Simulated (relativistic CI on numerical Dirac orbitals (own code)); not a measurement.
## What each ingredient does to the levels of Ba10+

Base calculation: Dirac-Coulomb-Breit CI, orbitals from a KLI potential per configuration, model QED, unscaled Slater integrals.

Configurations in the expansion (outside the closed core [Ar] 3d10): 4s²4p⁶4d¹⁰, 4s²4p⁶4d⁹4f, 4s²4p⁶4d⁹5s, 4s²4p⁶4d⁹5p, 4s²4p⁵4d¹⁰4f, 4s²4p⁶4d⁹5d, 4s²4p⁶4d⁹6s, 4s4p⁶4d¹⁰4f, 4s²4p⁶4d⁹6p, 4s²4p⁶4d⁹5f. Double excitations out of closed p, d and f shells are left out; levels of such configurations are missing from the list, as are those of other unlisted configurations, and high levels can miss mixing partners.

Variants: (1) P86 correlation estimate; (2) Breit term removed; (3) non-relativistic limit. Shifts of the energy above 4s²4p⁶4d¹⁰ ¹S0, in cm⁻¹, for the lowest level and the first level of each name with at least 55 % of one term (blank where a level changes its place among those of its configuration and J or its character, or is not in the variant):

| Level | Base | Δ(1) | Δ(2) | Δ(3) |
| --- | --- | --- | --- | --- |
| 4s²4p⁶4d¹⁰ ¹S0 | 0 | 0 | 0 | 0 |
| 4s²4p⁶4d⁹5s ³D3 | 621628 | +8565 | -471 | +66393 |
| 4s²4p⁶4d⁹5s ³D2 | 625940 | +8565 | -450 | +62081 |
| 4s²4p⁶4d⁹5s ³D1 | 643266 | +8565 | +151 | +44755 |
| 4s²4p⁶4d⁹5s ¹D2 | 647440 | +8564 | +146 | +48111 |
| 4s²4p⁶4d⁹4f ³P°0 | 760169 | +2240 | +418 | +8353 |
| 4s²4p⁶4d⁹4f ³P°1 | 763776 | +2246 | +617 | +4746 |
| 4s²4p⁶4d⁹5p ³P°2 | 764019 | +11058 | -779 | +50110 |
| 4s²4p⁶4d⁹4f ³P°2 | 771416 | +954 | +842 | -2893 |
| 4s²4p⁶4d⁹4f ³H°6 | 783766 | +2238 | +860 | +7177 |
| 4s²4p⁶4d⁹5p ³F°2 | 786995 | +9361 | -207 | +34500 |
| 4s²4p⁶4d⁹4f ³H°5 | 787735 | +2238 | +723 | +3208 |
| 4s²4p⁶4d⁹5p ³P°1 | 789705 | +9737 | -251 | +24425 |
| 4s²4p⁶4d⁹5p ³F°4 | 793276 | +8700 | -393 | +28219 |

At this charge transitions that keep the count of f electrons are usually good to a few per cent. Levels and lines within the n = 5 or 6 shells can be off by up to 10 % or somewhat more, and those that change n by about 2 %, since core polarisation is missing. Levels that differ in their count of f electrons can be misplaced by several ten thousand cm⁻¹, since the correlation energy of f electrons is missing or only estimated; rates across such gaps can be off by orders of magnitude.

Ionisation energy from one configuration of each of the two ions, the ground ones as tabulated or assumed: base 241.126 eV; P86 correlation estimate 242.868 eV. The NIST ASD value (theoretical) is 241 ± 2.4 eV.

LS names give the leading component of a level, which can be under half, so a name can repeat, a term be missing and a line seem to break the LS rules.
